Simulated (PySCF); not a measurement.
# O: excitation energy

O [He] 2s2 2p4 (3P) → O [He] 2s1 2p5 (3P), as a difference of total energies. Calculation: PySCF 2.14, in x2c-QZVPPall; the spin-free X2C one-electron Hamiltonian (Gaussian nucleus). Correlated levels: valence and next inner shell: nothing frozen. The calculations carry no spin-orbit coupling.

```json
{"method": "UHF", "excitation energy (cm⁻¹)": "136330"}
{"method": "MP2 (valence and next inner shell)", "excitation energy (cm⁻¹)": "129080"}
{"method": "SCS-MP2 (valence and next inner shell)", "excitation energy (cm⁻¹)": "128690"}
{"method": "CCSD (valence and next inner shell)", "excitation energy (cm⁻¹)": "127100"}
{"method": "CCSD(T) (valence and next inner shell)", "excitation energy (cm⁻¹)": "126160"}
```

The upper state lies above the first ionisation limit, where it may autoionise and the basis confines it.
